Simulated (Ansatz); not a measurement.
Reactions of `CCBSC`.

Gas-phase electronic energies from Ansatz, PBE0-D4/def2-TZVP geometries. CCSD(T)/CBS adds triple-zeta CCSD(T) − MP2 to the extrapolated MP2 energy (def2 sets, frozen cores). This one scheme is used for every species, atoms too. DFT in def2-TZVPP. Open shells (•) are unrestricted, without spin–orbit coupling. Spin–orbit coupling would lower the free atoms: a little for B, C, S. def2 core potentials past Kr. For Te outer-core shells are correlated without core-valence functions, so the limit isn't a true one: a few kJ/mol of doubt a bond, and 10 to 20 or more in all where bonds break to atoms. One conformer a species, not always the lowest.

```tsv
reaction	PBE0-D4 (kJ/mol)	ωB97X-V (kJ/mol)
`CCBSC` + silanol → `CCBO[SiH3]` + CH₃SH	-33	-42
`CCBSC` → `CSB(C)C`	-57	-54
`CCBSC` + H₂S → `CSBS` + ethane	-81	-76
`CCBSC` + CH₃NH₂ → `CCBNC` + CH₃SH	-48	-52
`CCBSC` + `CNB[SiH3]` → `CN(C)B[SiH3]` + `CCBS`	18	17
`CCBSC` + H₂O → `CCBO` + CH₃SH	-35	-44
`CCBSC` → B• + 3 C• + 9 H• + S•	5344	5316
`CCBSC` + HCl → `CSBCl` + ethane	-87	-86
`CCBSC` + H₂Te → `CSB[TeH]` + ethane	-64	-57
```

(1) Give the CCSD(T)/CBS values in the same order. (Best estimate.)

Largest T1 diagnostic: 0.014, for B•.

Answers

(1) Ansatz gave: -39, -55, -76, -50, 17, -36, 5293, -84, -66 kJ/mol.
